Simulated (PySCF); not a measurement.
Job file and geometry (Å, from GFN2-xTB) of an NMR shielding run on C6H11NOSi, GIAO PBE0/pcSseg-1 NMR shielding, non-relativistic, gas phase in PySCF 2.14.0, density-fitted response routines; density fitting, a coarse starting grid and PySCF grid level 2 are the driver's defaults:

```
$ OMP_NUM_THREADS=1 python probes_run.py task.json out

{"job": {"kind": "nmr", "xc": "PBE0", "basis": "pcSseg-1"}, "charge": 0, "multiplicity": 1}
C     -0.175919     2.449254    -1.591086
C     -0.600585     1.250503    -1.148474
C      0.142879     0.274924    -0.435240
N      1.468359     0.491021    -0.270282
C      2.354382    -0.154327     0.473765
O      2.000301    -1.115243     1.349566
Si     0.428232    -1.384660     1.738405
C     -0.442816    -1.017735     0.072472
C     -1.966102    -1.017427     0.168436
H      0.816894     2.837986    -1.424201
H     -0.831625     3.088244    -2.153073
H     -1.626632     0.988077    -1.356147
H      1.818392     1.292605    -0.784544
H      3.389754     0.127410     0.460260
H     -0.059547    -0.437441     2.741735
H      0.481197    -2.766233     2.184684
H     -0.156459    -1.817535    -0.626599
H     -2.299722    -1.937041     0.644648
H     -2.431812    -0.962778    -0.813889
H     -2.314318    -0.178927     0.766527
```

Question: Write the output of this run.

Answer: 
```
coarse grid: 17112 points
cycle   1  E = -653.8558408447  dE =  1.575e+00  |g| = 8.011e-01  |ddm| = 4.232e+00
cycle   2  E = -653.4380354629  dE =  4.178e-01  |g| = 1.457e+00  |ddm| = 2.410e+00
cycle   3  E = -653.9725648673  dE = -5.345e-01  |g| = 3.783e-01  |ddm| = 2.037e+00
cycle   4  E = -654.0074561313  dE = -3.489e-02  |g| = 1.456e-01  |ddm| = 6.122e-01
cycle   5  E = -654.0119900361  dE = -4.534e-03  |g| = 6.490e-02  |ddm| = 1.994e-01
cycle   6  E = -654.0129169923  dE = -9.270e-04  |g| = 1.362e-02  |ddm| = 6.594e-02
cycle   7  E = -654.0129557096  dE = -3.872e-05  |g| = 5.666e-03  |ddm| = 1.668e-02
cycle   8  E = -654.0129644927  dE = -8.783e-06  |g| = 1.052e-03  |ddm| = 6.463e-03
final grid: 160472 points
cycle   9  E = -654.0741595927  dE = -4.123e-05  |g| = 1.115e-02  |ddm| = 4.025e-02
cycle  10  E = -654.0741276738  dE =  3.192e-05  |g| = 1.694e-02  |ddm| = 2.028e-02
cycle  11  E = -654.0741835065  dE = -5.583e-05  |g| = 3.067e-03  |ddm| = 1.425e-02
cycle  12  E = -654.0741856852  dE = -2.179e-06  |g| = 9.105e-04  |ddm| = 4.099e-03
cycle  13  E = -654.0741858941  dE = -2.088e-07  |g| = 2.322e-04  |ddm| = 1.286e-03
cycle  14  E = -654.0741859090  dE = -1.493e-08  |g| = 6.997e-05  |ddm| = 4.055e-04
cycle  15  E = -654.0741859103  dE = -1.297e-09  |g| = 2.864e-05  |ddm| = 1.070e-04
cycle  16  E = -654.0741859105  dE = -1.914e-10  |g| = 7.167e-06  |ddm| = 3.587e-05
converged SCF energy = -654.0741859105

GIAO shielding tensors (ppm)
atom      isotropic    diamagn.    paramagn.     s11        s22        s33       span
  0 C      101.385     254.772    -153.387     13.346    110.605    180.203    166.857
  1 C       55.596     253.423    -197.827    -63.464     61.973    168.280    231.744
  2 C       94.596     259.305    -164.709     45.441     88.464    149.882    104.441
  3 N       66.615     331.263    -264.648    -94.659     94.917    199.588    294.247
  4 C       60.852     247.747    -186.896      8.403     64.227    109.925    101.523
  5 O      218.728     394.573    -175.845    133.502    181.490    341.193    207.692
  6 Si     379.232     880.706    -501.474    335.602    378.067    424.028     88.426
  7 C      166.463     250.007     -83.544    154.546    165.462    179.382     24.836
  8 C      175.119     246.747     -71.628    165.617    175.708    184.032     18.415
  9 H       27.978      33.424      -5.446     24.825     25.683     33.427      8.602
 10 H       27.417      29.435      -2.019     24.513     25.979     31.757      7.244
 11 H       25.498      33.550      -8.052     21.699     23.144     31.650      9.951
 12 H       22.589      34.821     -12.232     17.132     24.114     26.521      9.388
 13 H       25.345      29.242      -3.897     20.787     27.410     27.840      7.054
 14 H       26.967      30.202      -3.235     23.950     25.287     31.664      7.714
 15 H       26.687      29.449      -2.762     22.285     25.385     32.390     10.105
 16 H       29.646      31.859      -2.213     25.197     26.464     37.278     12.080
 17 H       30.408      28.829       1.579     25.026     28.889     37.308     12.282
 18 H       29.826      30.383      -0.557     25.165     27.852     36.460     11.295
 19 H       30.706      31.043      -0.337     27.399     27.844     36.876      9.477
```

Size and cost of the density-fitted run: 215 basis functions, 88 s wall time on 1 thread of an Arm Neoverse N1, shared host; peak memory 1 GiB.
